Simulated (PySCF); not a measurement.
Predicted microwave data (PBE0-D3(BJ)/def2-SVP geometry optimisation, gas phase (PySCF)) for one isomer of C3H7NSi:

- Rotational constants: A = 8278, B = 2668, C = 2331 MHz
- Dipole components: |μa| = 0.33 D, |μb| = 1.10 D, |μc| = 1.86 D
- Inertial defect: -33.68 u·Å²
- κ: -0.89

Problem. Which candidate fits, each taken in the one conformer that was computed?
A. `[CH2:1]=[CH:2]/[CH:3]=[N:4]/[SiH3:5]` with C1–C2–C3–N4 180°
B. `[CH:1]#[C:2][CH2:3][NH:4][SiH3:5]` with C2–C3–N4–Si5 81°
C. `[CH3:1][C:2]#[C:3][SiH2:4][NH2:5]` with C3–Si4–N5–H -68° and 69°
D. `C[SiH](C)C#N`
E. `[SiH3:1][CH2:2][C@H:3]1[CH:4]=[N:5]1` with Si1–C2–C3–C4 -31°
F. `[CH2:1]=[N:2][SiH:3]1[CH2:4][CH2:5]1` with C1–N2–Si3–C4 153°

Solution. E. It is [SiH3]C[C@H]1C=N1, an asymmetric top, point group C1. The candidates at the same level (rigid rotor, commonest isotopes):

| SMILES | A (MHz) | B (MHz) | C (MHz) | μa (D) | μb (D) | μc (D) | Δ (u·Å²) | point group | rotor |
| --- | --- | --- | --- | --- | --- | --- | --- | --- | --- |
| CC#C[SiH2]N | 13952 | 1500 | 1400 | 1.55 | 1.70 | 0.01 | -12.04 | – | near-prolate asymmetric top |
| C=C/C=N/[SiH3] | 25430 | 1493 | 1434 | 1.58 | 1.14 | 0.00 | -5.94 | Cs | near-prolate asymmetric top |
| C#CCN[SiH3] | 9303 | 1989 | 1767 | 0.46 | 0.45 | 0.54 | -22.47 | C1 | near-prolate asymmetric top |
| C[SiH](C)C#N | 5240 | 2816 | 2065 | 4.06 | 0.01 | 0.03 | -31.17 | – | asymmetric top |
| [SiH3]C[C@H]1C=N1 | 8278 | 2668 | 2331 | 0.33 | 1.10 | 1.86 | -33.68 | C1 | asymmetric top |
| C=N[SiH]1CC1 | 12139 | 2309 | 2307 | 0.80 | 0.97 | 0.00 | -41.38 | Cs | – |

`C[SiH](C)C#N` has A 37 % too low; `CC#C[SiH2]N` has A 69 % too high; `C#CCN[SiH3]` has B 25 % too low; `C=N[SiH]1CC1` has A 47 % too high; `C=C/C=N/[SiH3]` has A 207 % too high. No structure here is proved a minimum.
